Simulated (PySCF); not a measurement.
**Correlation energy of Ge²⁺ (germanium, charge +2)**

[Ar] 3d10 4s1 4p1, 4s spin antiparallel (an excited configuration). Computed with PySCF 2.14 in aug-cc-pVTZ-PP with ECP10MDF (6s5p4d2f, 55 functions), with a scalar-relativistic core potential. Frozen: 3s2 3p6 3d10; 2 electrons correlated.

Total MP2 correlation energy: -27.52 mhartree.

Same-spin part 0.00 and opposite-spin part -27.52 mhartree; SCS-MP2 scales them by 1/3 and 6/5 to -33.03 mhartree.
